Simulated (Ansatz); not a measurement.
A geometry relaxed with r2SCAN-D4/def2-TZVP run with Ansatz (a quantum-chemistry and plane-wave program), charge 0, multiplicity 2:

```xyz
9

H      3.3862    -0.6626    -0.3024
H      2.2701     1.4210     0.1167
H     -3.1013    -0.1281    -1.7474
Si    -2.0657     0.0118    -0.6870
Al     0.2123    -0.6122    -1.4170
H      1.8092    -0.4903     1.5025
H     -2.1274     1.4162    -0.1852
H     -2.4667    -0.8813     0.4413
Si     2.0850    -0.0611     0.0997
```

Q: Write the SMILES of this molecule.

A: `[SiH3][Al][SiH3]`
